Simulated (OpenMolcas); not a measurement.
## How methods differ on AlSi2H5O (SMILES [SiH3][Al]1[O][SiH2]1)

AlSi2H5O: 9 atoms, total charge 0, spin state singlet. SMILES: `[SiH3][Al]1[O][SiH2]1`. Geometry: relaxed at PBE0-D4/def2-TZVP.

```xyz
9

Si   -0.6529    1.7171   -1.3347
Al   -0.1249   -0.1489    0.1628
O     1.3927   -0.9653    0.4343
Si    0.4786   -1.8777    1.5209
H    -1.7638    1.3267   -2.2449
H    -1.1001    2.8864   -0.5293
H     0.5265    2.1128   -2.1502
H     0.4033   -3.3276    1.1870
H     0.9290   -1.7700    2.9369
```

Each level gives the energy change with the Si4–H8 bond stretched from 1.490 to 3.277 Å (eV). The values are calculated.

| level | kind | program | value (eV) | less CCSD(T)/6-31G* | CPU time (all runs) |
| --- | --- | --- | --- | --- | --- |
| SVWN5/6-31G* (spherical functions) (restricted) | LDA | OpenMolcas | 3.81 | +0.59 | 68 s |
| M06-L/6-31G* (spherical functions) (restricted) | meta-GGA | OpenMolcas | 4.08 | +0.86 | 1.9 min |
| B3LYP/6-31G* (spherical functions) (restricted) | global hybrid | OpenMolcas | 4.06 | +0.84 | 75 s |
| M06-2X/6-31G* (spherical functions) (restricted) | hybrid meta-GGA | OpenMolcas | 4.49 | +1.27 | 89 s |
| PBE0/6-31G* (spherical functions) (restricted) | global hybrid | OpenMolcas | 4.25 | +1.03 | 72 s |
| B3LYP/6-31G* (Cartesian functions) (restricted) | global hybrid | OpenMolcas | 4.06 | +0.84 | 84 s |
| MP2/6-31G* (spherical functions) (restricted) | perturbation theory | OpenMolcas | 4.34 | +1.12 | 15 s |
| CCSD(T)/6-31G* (spherical functions) (restricted) | coupled cluster or CI | OpenMolcas | 3.22 | 0.00 | 71 s |

CCSD(T)/6-31G* (spherical functions) (restricted) is the highest level here, not the true value. At this stretch a single reference begins to fail. The first shape isn't each level's own minimum. The values span 3.22 to 4.49 eV. CPU times are rough (shared hosts, several kinds of processor): they show what a rung costs within a factor of a few.
